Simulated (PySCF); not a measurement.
UHF on Se²⁺ (selenium, charge +2)

Configuration: [Ar] 3d10 4s2 4p2, high-spin 3P determinant. Computed with PySCF 2.14 in def2-QZVPPD (12s8p5d4f1g, 98 functions), with no relativity, point nucleus.

* Total energy: -2398.793658 hartree
* One-electron energy: -3315.7857 hartree
* Hartree (Coulomb) energy: 1001.9721 hartree
* Exchange energy: -84.9801 hartree
* Kinetic energy: 2398.76413 hartree
* ⟨S²⟩: 2.0084
* ⟨L²⟩: 2.024
* Sum of ⟨r⟩: 19.95 bohr
* Sum of ⟨r²⟩: 24.39 bohr²
* Traceless quadrupole moment −½Σ⟨3z² − r²⟩ along its main axis: 1.85 e·bohr²
* Density at the nucleus (Gaussians lack the cusp): 26900 bohr⁻³
* Spin density at the nucleus: -0.185 bohr⁻³
* Langevin diamagnetic susceptibility: -19.3 ×10⁻⁶ cm³/mol

```tsv
shell	electrons	mean orbital energy (hartree)	spread (hartree)	rms radius, mean of both spins (bohr)
1s α	1	-461.72070	0	0.0521
1s β	1	-461.71143	0	0.0521
2s α	1	-61.51170	0	0.216
2s β	1	-61.50697	0	0.216
2p α	3	-55.11409	0.00355	0.191
2p β	3	-55.10383	0.00832	0.191
3s α	1	-9.77451	0	0.623
3s β	1	-9.75738	0	0.623
3p α	3	-7.50349	0.00444	0.640
3p β	3	-7.47991	0.02657	0.640
3d α	5	-3.48729	0.01400	0.690
3d β	5	-3.47551	0.02567	0.690
4s α	1	-1.65568	0	1.86
4s β	1	-1.43666	0	1.86
4p α	2	-1.15431	0	2.14
```

Spin-orbit constants ζ (cm⁻¹) from the X2C one-electron operator on these orbitals (non-relativistic here): bare nucleus, nucleus screened by l(l+1)(2l+1)/3 electrons, and screened by the Breit-Pauli mean field of the electrons.

```tsv
shell	bare	screened nucleus	mean field
2p	216000	203300	n/a
3p	30080	28310	n/a
3d	3905	2756	n/a
4p	2344	2206	n/a
```

To first order the Landé constant is A = 1103 cm⁻¹, so the lowest level has J = 0 and lies 0.273 eV below the centre of the term. This holds in LS coupling only.
